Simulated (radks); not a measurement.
Spherical quantum dot in the effective-mass picture: electrons in a parabolic well V = omega^2 r^2 / 2 with omega = 0.32, all in effective atomic units (hartree* = m*/eps^2 hartree, bohr* = eps/m* bohr), one dielectric constant everywhere. Method: non-relativistic Kohn-Sham, LDA (Slater exchange, Perdew-Wang correlation), spin-polarised, spherical densities; computed with a radial shooting solver with Libxc functionals. Levels are named by radial order and angular momentum (1s, 1p, 1d, 2s, ...), and open shells are averaged over m. Results are scaled to m* = 0.133 and eps = 15.8, for which hartree* = 14.5 meV and bohr* = 6.286 nm.

N = 20, configuration 1s2 1p6 1d10 2s2. This is the lowest configuration that the search found. Occupied and some empty levels:

level,occupation,eigenvalue (meV),<r> (nm)
1s,2,70.659,23.25
1p,6,72.029,27.35
1d,10,73.781,30.21
2s,2,74.711,24.43
1f,0,75.844,32.48
2p,0,77.106,27.78
1g,0,78.171,34.42

Energy (meV): total 899.584, kinetic 62.770, external 322.88, Hartree 581.60, exchange-correlation -67.670.

Electron density:

r (nm),n(r) (e/nm^3)
1.17,0.0001418
4.12,0.0001349
7.07,0.0001226
10.0,0.0001094
13.0,0.00009974
15.9,0.00009635
18.9,0.00009875
21.8,0.0001033
24.7,0.0001046
27.7,0.00009799
30.6,0.00008230
33.6,0.00006050
36.5,0.00003822
39.5,0.00002052
42.4,9.257e-06
45.4,3.501e-06
48.3,1.111e-06
51.3,2.963e-07
54.2,6.623e-08
57.2,1.250e-08
